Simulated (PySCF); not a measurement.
C₅H₃N₃, SMILES c1ccnc(n1)C#N. Geometry: B3LYP-D3(BJ)/def2-SVP.

Computed equilibrium geometry at B3LYP-D3(BJ)/def2-SVP (PySCF confirms it by a frequency run) as Cartesian coordinates in Å, and its point group:
point group C2v.
```xyz
11

N      0.0000     0.0000     3.1492
C      0.0000     0.0000     1.9906
C      0.0000     0.0000     0.5391
N      0.0000    -1.1960    -0.0571
C      0.0000    -1.1885    -1.3903
C      0.0000     0.0000    -2.1245
C      0.0000     1.1885    -1.3903
N      0.0000     1.1960    -0.0571
H      0.0000    -2.1639    -1.8889
H      0.0000     0.0000    -3.2156
H      0.0000     2.1639    -1.8889
```
Charge 0, spin multiplicity 1.
